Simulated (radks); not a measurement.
All-electron atom: the tellurium ion Te3+ in [Kr] 4d10 5s2 5p1. Method: scalar-relativistic Kohn-Sham, PBEsol, spin-unpolarised, spherical densities, finite nucleus; Fermi nuclear charge, rms radius 4.7423 fm; computed with a radial shooting solver on a logarithmic mesh with Libxc functionals.

Normalised radial functions P(r) = r R(r), r in bohr:

| r | 4d |
|---|---|
| 0.001118 | 0.0000 |
| 0.001281 | 0.0000 |
| 0.001479 | 0.0000 |
| 0.001708 | 0.0000 |
| 0.001957 | 0.0000 |
| 0.002261 | 0.0000 |
| 0.002611 | 0.0000 |
| 0.002991 | 0.0001 |
| 0.003454 | 0.0001 |
| 0.003989 | 0.0001 |
| 0.00457 | 0.0002 |
| 0.005278 | 0.0003 |
| 0.006047 | 0.0004 |
| 0.006984 | 0.0006 |
| 0.008066 | 0.0009 |
| 0.009241 | 0.0014 |
| 0.01067 | 0.0020 |
| 0.01232 | 0.0030 |
| 0.01412 | 0.0043 |
| 0.01631 | 0.0064 |
| 0.01883 | 0.0093 |
| 0.02158 | 0.0132 |
| 0.02492 | 0.0192 |
| 0.02878 | 0.0275 |
| 0.03297 | 0.0383 |
| 0.03808 | 0.0540 |
| 0.04397 | 0.0752 |
| 0.05038 | 0.1015 |
| 0.05818 | 0.1373 |
| 0.0672 | 0.1825 |
| 0.07698 | 0.2344 |
| 0.08891 | 0.2987 |
| 0.1019 | 0.3663 |
| 0.1176 | 0.4411 |
| 0.1359 | 0.5121 |
| 0.1557 | 0.5665 |
| 0.1798 | 0.5986 |
| 0.2076 | 0.5905 |
| 0.2378 | 0.5339 |
| 0.2747 | 0.4135 |
| 0.3172 | 0.2291 |
| 0.3634 | 0.0035 |
| 0.4197 | -0.2707 |
| 0.4847 | -0.5522 |
| 0.5554 | -0.7928 |
| 0.6414 | -0.9877 |
| 0.7407 | -1.0958 |
| 0.8486 | -1.1096 |
| 0.9801 | -1.0383 |
| 1.132 | -0.9005 |
| 1.297 | -0.7356 |
| 1.498 | -0.5522 |
| 1.716 | -0.3921 |
| 1.982 | -0.2512 |
| 2.288 | -0.1462 |
| 2.622 | -0.0792 |
| 3.028 | -0.0365 |
| 3.497 | -0.0146 |
| 4.006 | -0.0053 |
| 4.627 | -0.0015 |
| 5.343 | -0.0003 |
| 6.122 | -0.0001 |
| 7.07 | 0.0000 |

4d: eigenvalue -72.312 eV, 1 radial node at r = 0.364 bohr, <r> = 0.965 bohr, 90 % of the charge inside 1.48 bohr.
